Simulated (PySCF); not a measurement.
UHF on V⁺ (vanadium, charge +1)

Configuration: [Ar] 3d3 4s1, high-spin 5F determinant (an excited configuration). Computed with PySCF 2.14 in aug-cc-pVQZ-DK, with the spin-free X2C one-electron Hamiltonian (Gaussian nucleus).

| Property | Result |
| --- | --- |
| Total energy | -947.933424 hartree |
| One-electron energy | -1295.1111 hartree |
| Hartree (Coulomb) energy | 391.6908 hartree |
| Exchange energy | -44.5131 hartree |
| ⟨S²⟩ | 6.0025 |
| ⟨L²⟩ | 12.035 |
| Sum of ⟨r⟩ | 17.48 bohr |
| Sum of ⟨r²⟩ | 27.93 bohr² |
| Langevin diamagnetic susceptibility | -22.1 ×10⁻⁶ cm³/mol |

```csv
shell,electrons,mean orbital energy (hartree),"rms radius, mean of both spins (bohr)"
1s α,1,-203.13936,0.0768
1s β,1,-203.13614,0.0768
2s α,1,-24.45932,0.332
2s β,1,-24.39578,0.332
2p α,3,-20.36409,0.303
2p β,3,-20.30336,0.303
3s α,1,-3.60674,1.02
3s β,1,-3.38311,1.02
3p α,3,-2.42939,1.11
3p β,3,-2.16492,1.11
3d α,3,-0.78195,1.49
4s α,1,-0.50417,3.33
```

Densities and radii are taken from the X2C orbitals without a picture-change correction, which distorts them close to the nucleus.

Spin-orbit constants ζ (cm⁻¹) from the X2C one-electron operator on these orbitals: bare nucleus, nucleus screened by l(l+1)(2l+1)/3 electrons, and screened by the Breit-Pauli mean field of the electrons.

```csv
shell,bare,screened nucleus,mean field
2p,40750,37210,n/a
3p,4564,4167,n/a
3d,354.6,200.4,n/a
```

To first order the Landé constant is A = 50.11 cm⁻¹, so the lowest level has J = 1 and lies 0.0497 eV below the centre of the term. This holds in LS coupling only.
